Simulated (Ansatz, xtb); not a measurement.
# A geometry optimisation of FH6OSn2+ with r2SCAN-D4/def2-SVP

The starting geometry of this gas-phase singlet has its atoms placed at random.

```yaml
atoms:
  - { symbol: F, position_ang: [-1.1238, 0.2810, 1.6076] }
  - { symbol: O, position_ang: [0.7161, 0.6130, 2.1503] }
  - { symbol: Sn, position_ang: [-1.0580, 1.4471, -0.3752] }
  - { symbol: Sn, position_ang: [1.8234, -1.1839, -1.3370] }
  - { symbol: H, position_ang: [-0.3961, -0.2557, 2.0782] }
  - { symbol: H, position_ang: [0.2778, 1.0940, 1.4810] }
  - { symbol: H, position_ang: [0.7070, 2.3256, 0.7795] }
  - { symbol: H, position_ang: [2.1488, 0.2775, 0.2537] }
  - { symbol: H, position_ang: [-1.4033, -0.7699, 1.2949] }
  - { symbol: H, position_ang: [1.4580, 1.2805, 1.7205] }
```

Guess where an optimisation with r2SCAN-D4/def2-SVP ends from this start.

It loosens into H2Sn2 + H3O + FH, which stay close as a complex (formulas without charges). Distances that change by over a tenth: F1–Sn3 (2.30 → 2.61 Å), O2–H6 (0.93 → 1.05 Å). Contacts that open: F1–H5 (1.02 → 2.36 Å). Contacts that close: F1–H9 (1.13 → 0.94 Å), O2–H5 (1.41 → 0.98 Å), Sn3–Sn4 (4.02 → 3.05 Å), Sn3–H7 (2.28 → 1.86 Å), Sn4–H8 (2.18 → 1.87 Å).

The energy falls by 8.80 eV over 26 steps:

| step | E − E(last) (eV) |
| --- | --- |
| 1 | 8.803 |
| 4 | 2.690 |
| 7 | 0.910 |
| 9 | 0.595 |
| 12 | 0.221 |
| 15 | 0.071 |
| 18 | 0.003 |
| 20 | 0.002 |
| 23 | 0.000 |
| 26 | 0.000 |

Final geometry (Å):

```json
{"atom": "F", "x (Å)": "-1.1718", "y (Å)": "-0.3752", "z (Å)": "1.3140"}
{"atom": "O", "x (Å)": "1.0718", "y (Å)": "0.9979", "z (Å)": "2.1706"}
{"atom": "Sn", "x (Å)": "-0.8664", "y (Å)": "1.0760", "z (Å)": "-0.8311"}
{"atom": "Sn", "x (Å)": "1.9993", "y (Å)": "0.1123", "z (Å)": "-1.2190"}
{"atom": "H", "x (Å)": "0.4415", "y (Å)": "0.5492", "z (Å)": "2.7658"}
{"atom": "H", "x (Å)": "0.5059", "y (Å)": "1.5863", "z (Å)": "1.5024"}
{"atom": "H", "x (Å)": "-0.1005", "y (Å)": "2.1425", "z (Å)": "0.4839"}
{"atom": "H", "x (Å)": "1.8317", "y (Å)": "-0.4688", "z (Å)": "0.5536"}
{"atom": "H", "x (Å)": "-2.0148", "y (Å)": "-0.7672", "z (Å)": "1.4241"}
{"atom": "H", "x (Å)": "1.4533", "y (Å)": "0.2562", "z (Å)": "1.4890"}
```

From the same start GFN2-xTB ends elsewhere, in pieces: FH3Sn2 + H3O.

From so rough a start the end depends on the optimiser's path, so another program may land elsewhere. No frequencies were run, so the end isn't proven a minimum. Atoms past krypton carry core potentials, without spin–orbit terms. Run with Ansatz 0.2.0, 79 s on 2 threads of Intel(R) Xeon(R) Platinum 8259CL CPU @ 2.50GHz (Skylake/Cascade Lake) (shared host).
